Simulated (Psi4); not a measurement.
silole (C4H6Si), singlet, at a GFN2-xTB geometry; HF/STO-3G run with Psi4.

The Psi4 input:
```
memory 2 GB

molecule {
0 1
  C    -1.20638586    0.78574789   -0.41109095
  C     0.02710569    1.29088450   -0.29376265
  Si    1.21355663   -0.07286224    0.24738050
  C    -0.23813991   -1.27821395    0.25074385
  C    -1.35277056   -0.63209551   -0.11058672
  H    -2.07420278    1.35899959   -0.70866783
  H     0.24603893    2.32689193   -0.49207049
  H     1.78955600    0.14895981    1.57457124
  H     2.23200545   -0.39041535   -0.75478595
  H    -0.23451069   -2.32758409    0.49442049
  H    -2.32753594   -1.09471811   -0.18861565
}

set basis sto-3g

energy('scf')
print_variables()
```

It wrote (shortened):

```
   => Loading Basis Set <=

    Name: STO-3G
    Role: ORBITAL
    Keyword: BASIS

         ---------------------------------------------------------
                                   SCF
               by Justin Turney, Rob Parrish, Andy Simmonett
                          and Daniel G. A. Smith
                              RHF Reference
         ---------------------------------------------------------

  ==> Geometry <==

    Molecular point group: c1
    Full point group: C1

    Geometry (in Angstrom), charge = 0, multiplicity = 1:

       Center              X                  Y                   Z               Mass
    ------------   -----------------  -----------------  -----------------  -----------------
         C           -1.210503725384     0.785995127742    -0.411930366647    12.000000000000
         C            0.022987824616     1.291131737742    -0.294602066647    12.000000000000
         SI           1.209438764616    -0.072615002258     0.246541083353    27.976926534650
         C           -0.242257775384    -1.277966712258     0.249904433353    12.000000000000
         C           -1.356888425384    -0.631848272258    -0.111426136647    12.000000000000
         H           -2.078320645384     1.359246827742    -0.709507246647     1.007825032230
         H            0.241921064616     2.327139167742    -0.492909906647     1.007825032230
         H            1.785438134616     0.149207047742     1.573731823353     1.007825032230
         H            2.227887584616    -0.390168112258    -0.755625366647     1.007825032230
         H           -0.238628555384    -2.327336852258     0.493581073353     1.007825032230
         H           -2.331653805384    -1.094470872258    -0.189455066647     1.007825032230

  Running in c1 symmetry.

  Rotational constants: A =      0.23335  B =      0.15887  C =      0.09779 [cm^-1]
  Rotational constants: A =   6995.80524  B =   4762.67139  C =   2931.53578 [MHz]
  Nuclear repulsion =  201.467697569163676

  Charge       = 0
  Multiplicity = 1
  Electrons    = 44
  Nalpha       = 22
  Nbeta        = 22

  ==> Algorithm <==

  SCF Algorithm Type is DF.
  DIIS enabled.
  MOM disabled.
  Fractional occupation disabled.
  Guess Type is SAD.
  Energy threshold   = 1.00e-06
  Density threshold  = 1.00e-06
  Integral threshold = 1.00e-12

  ==> Primary Basis <==

  Basis Set: STO-3G
    Blend: STO-3G
    Number of shells: 23
    Number of basis functions: 35
    Number of Cartesian functions: 35
    Spherical Harmonics?: true
    Max angular momentum: 1

   => Loading Basis Set <=

    Name: (STO-3G AUX)
    Role: JKFIT
    Keyword: DF_BASIS_SCF

  ==> Integral Setup <==

  SCF_SUBTYPE=INCORE selected. In-core MEM_DF algorithm will be used.
  Using in-core AOs.

  ==> MemDFJK: Density-Fitted J/K Matrices <==

    J tasked:                   Yes
    K tasked:                   Yes
    wK tasked:                   No
    Algorithm:                 Core
    Schwarz Cutoff:           1E-12
    Mask sparsity (%):       2.4490
    Fitting Condition:        1E-10

   => Auxiliary Basis Set <=

  Basis Set: (STO-3G AUX)
    Blend: DEF2-UNIVERSAL-JKFIT
    Number of shells: 174
    Number of basis functions: 536
    Number of Cartesian functions: 631
    Spherical Harmonics?: true
    Max angular momentum: 4

  Minimum eigenvalue in the overlap matrix is 1.7916214870E-01.
  Reciprocal condition number of the overlap matrix is 7.2114965218E-02.
    Using symmetric orthogonalization.

  ==> Pre-Iterations <==

  SCF Guess: Superposition of Atomic Densities via on-the-fly atomic UHF (no occupation information).

   -------------------------
    Irrep   Nso     Nmo
   -------------------------
     A         35      35
   -------------------------
    Total      35      35
   -------------------------

  ==> Iterations <==

                           Total Energy        Delta E     RMS |[F,P]|

   @DF-RHF iter SAD:  -434.82550119616826   -4.34826e+02   0.00000e+00
   @DF-RHF iter   1:  -438.64975115147996   -3.82425e+00   3.06583e-03 ADIIS/DIIS
   @DF-RHF iter   2:  -438.65989633714145   -1.01452e-02   8.97072e-04 ADIIS/DIIS
   @DF-RHF iter   3:  -438.66070033165460   -8.03995e-04   4.27532e-04 ADIIS/DIIS
   @DF-RHF iter   4:  -438.66087392086479   -1.73589e-04   7.15451e-05 DIIS
   @DF-RHF iter   5:  -438.66088350830722   -9.58744e-06   1.51481e-05 DIIS
   @DF-RHF iter   6:  -438.66088416984667   -6.61539e-07   1.88545e-06 DIIS
   @DF-RHF iter   7:  -438.66088417813017   -8.28351e-09   2.17563e-07 DIIS
  Energy and wave function converged.

  ==> Post-Iterations <==

    Orbital Energies [Eh]
    ---------------------

    Doubly Occupied:

[...]
      22A     -0.242731

    Virtual:

[...]
      35A      1.124162

    Final Occupation by Irrep:
              A
    DOCC [    22 ]
    NA   [    22 ]
    NB   [    22 ]

  @DF-RHF Final Energy:  -438.66088417813017

   => Energetics <=

    Nuclear Repulsion Energy =            201.4676975691636756
    One-Electron Energy =               -1005.7010443159304032
    Two-Electron Energy =                 365.5724625686365812
    Total Energy =                       -438.6608841781301749

Computation Completed

Properties will be evaluated at   0.000000,   0.000000,   0.000000 [a0]

Properties computed using the SCF density matrix

 Multipole Moments:

 ------------------------------------------------------------------------------------
     Multipole            Electronic (a.u.)      Nuclear  (a.u.)        Total (a.u.)
 ------------------------------------------------------------------------------------

 L = 1.  Multiply by 2.5417464519 to convert [e a0] to [Debye]
 Dipole X            :          0.6643083           -0.3423922            0.3219162
 Dipole Y            :         -0.0398852            0.0205573           -0.0193279
 Dipole Z            :          0.1354176           -0.0697958            0.0656218
 Magnitude           :                                                    0.3291046

 ------------------------------------------------------------------------------------

  Variable Map:
  ----------------------------------------------------------------------------
[...]
  Array Variable Map:
  ----------------------------------------------------------------------------
[...]
[...]
```
